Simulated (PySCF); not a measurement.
Run record for `C(C(N)=O)=C=CC#C`: HSE06/MINI, grid level 1, start guess vsap, full TDDFT, 12 singlets.

Method: TDDFT HSE06/MINI, vertical, gas phase, core orbitals frozen in the response (PySCF 2.14.0, density-fitted response routines). Geometry: GFN2-xTB. The input is one job of a driver script: a line of settings, then coordinates in Å.

Command:
```bash
OMP_NUM_THREADS=1 python probes_run.py task.json out
```

Input:
```
{"job": {"kind": "uv", "xc": "HSE06", "basis": "MINI", "nstates": 12, "ntriplets": 2, "tda": false, "scf": {"guess": "vsap"}, "grid": 1}, "charge": 0, "multiplicity": 1}
C      2.843293     1.200908    -1.385828
C      2.018150     0.343864    -1.226738
C      1.039172    -0.661745    -1.066390
C      0.354903    -0.822605     0.034316
C     -0.367194    -0.953987     1.104672
C     -1.675502    -0.269176     1.319535
N     -1.997180     0.642279     0.370851
O     -2.391756    -0.517775     2.263181
H      3.570861     1.943917    -1.520971
H      0.889960    -1.324773    -1.911356
H     -0.066322    -1.601162     1.916644
H     -1.367245     0.862829    -0.379648
H     -2.855527     1.157915     0.464005
```

Output:
```
final grid: 53744 points
cycle   1  E = -356.2331870029  dE =  1.660e+00  |g| = 1.734e+00  |ddm| = 4.592e+00
cycle   2  E = -336.1517867991  dE =  2.008e+01  |g| = 3.446e+00  |ddm| = 1.484e+01
cycle   3  E = -351.6077621475  dE = -1.546e+01  |g| = 2.892e+00  |ddm| = 1.529e+01
cycle   4  E = -357.9885595465  dE = -6.381e+00  |g| = 8.255e-01  |ddm| = 5.620e+00
cycle   5  E = -357.0834391330  dE =  9.051e-01  |g| = 1.843e+00  |ddm| = 3.600e+00
cycle   6  E = -358.1845071277  dE = -1.101e+00  |g| = 3.797e-01  |ddm| = 2.499e+00
cycle   7  E = -358.2157128759  dE = -3.121e-02  |g| = 2.633e-01  |ddm| = 8.423e-01
cycle   8  E = -358.2383066023  dE = -2.259e-02  |g| = 5.112e-02  |ddm| = 3.795e-01
cycle   9  E = -358.2391598415  dE = -8.532e-04  |g| = 1.884e-02  |ddm| = 9.243e-02
cycle  10  E = -358.2392700039  dE = -1.102e-04  |g| = 9.486e-03  |ddm| = 3.986e-02
cycle  11  E = -358.2393042313  dE = -3.423e-05  |g| = 2.376e-03  |ddm| = 2.159e-02
cycle  12  E = -358.2393058388  dE = -1.607e-06  |g| = 1.000e-03  |ddm| = 4.490e-03
cycle  13  E = -358.2393061629  dE = -3.242e-07  |g| = 2.207e-04  |ddm| = 1.767e-03
cycle  14  E = -358.2393061760  dE = -1.302e-08  |g| = 8.908e-05  |ddm| = 3.937e-04
cycle  15  E = -358.2393061785  dE = -2.511e-09  |g| = 1.301e-05  |ddm| = 1.394e-04
cycle  16  E = -358.2393061785  dE = -4.229e-11  |g| = 7.334e-06  |ddm| = 2.740e-05
converged SCF energy = -358.2393061785

Static polarisability (au): isotropic 54.900, principal 26.210 31.991 106.499

Singlet excitations
state   eV       nm        f      main configurations
  1   3.8597    321.2   0.00076   H->L+1 0.91
  2   4.4571    278.2   0.07723   H->L 0.83
  3   4.5898    270.1   0.00051   H-1->L 0.97
  4   5.2879    234.5   0.02439   H-1->L+1 0.81
  5   5.4219    228.7   0.00874   H-2->L+1 0.51, H-3->L 0.35
  6   5.6180    220.7   0.00014   H-3->L 0.59, H-2->L+1 0.35
  7   5.7880    214.2   0.00062   H-4->L 0.94
  8   6.2251    199.2   0.26071   H-2->L 0.70, H-4->L+1 0.12
  9   6.7472    183.8   0.00006   H->L+2 0.76, H-2->L+2 0.12
 10   6.7902    182.6   0.13515   H-4->L+1 0.80, H-2->L 0.09
 11   7.2341    171.4   0.00003   H->L+3 0.53, H-2->L+2 0.38
 12   7.4090    167.3   0.34808   H-3->L+1 0.65, H-1->L+2 0.15

Triplet excitations (Tamm-Dancoff, eV): 3.3583 3.5389
```

H and L stand for HOMO and LUMO; the number after each pair is its weight.

Task: How does the lowest singlet excitation compare with the HOMO–LUMO gap?

Result: HOMO -8.17 eV and LUMO -3.63 eV give a gap of 4.54 eV; S1 at 3.86 eV lies 0.68 eV below it.

Task: Give the mean polarisability as a volume in Å³, and the ratio of the largest to the smallest principal value.

Result: 54.900 au × 0.148185 = 8.14 Å³; 106.499/26.210 = 4.06.

In short: SCF converged in 16 cycles with 45 basis and 697 fitting functions; HOMO -8.17 eV, LUMO -3.63 eV; lowest singlet 3.86 eV; lowest triplet 3.36 eV (Tamm–Dancoff); mean polarisability 54.9 au.

Task: How long does this job take on an Arm Neoverse V1 with one thread, no GPU, shared host with 32 logical CPUs at a one-minute load of 21? And the peak memory of the process?

Result: About 8.9 s, with 0.40 GiB resident at the peak, the Python interpreter and its libraries included.

Conformer computed: `[CH:1]#[C:2][CH:3]=[C:4]=[CH:5][C:6]([NH2:7])=[O:8]`: C4–C5–C6–N7 -8°, H–N7–C6–C5 -3°, H–N7–C6–C5 -179°.

One conformer stands for the species.
